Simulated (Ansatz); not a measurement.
`[F][Ga-]([F])([F])[PH3+]`. Total charge 0; spin multiplicity 1. Correlated methods include outer-core shells of Ga, which these sets cover unevenly. Scalar relativity is left out up to krypton.

```xyz
8

F     2.0839    0.5438    1.0817
Ga    1.2893   -0.4516   -0.1239
F     1.5932   -0.0579   -1.8056
F     1.0636   -2.1461    0.2674
P    -1.0541    0.3691    0.1017
H    -1.2912    1.3891    1.0400
H    -2.0305   -0.5685    0.4820
H    -1.6541    0.9220   -1.0434
```

(1) Give the diagnostics of a CCSD(T)/def2-TZVPP run (frozen core, Ansatz). (An estimate is asked.)

Results:

(1) Ansatz gave: T1 = 0.0140, largest single amplitude 0.023, largest double 0.030, (T) share of the correlation energy 3.1 %, 9 CCSD cycles. The RHF solution is stable towards an unrestricted one. T1 lies under the customary mark of 0.02 for closed shells.
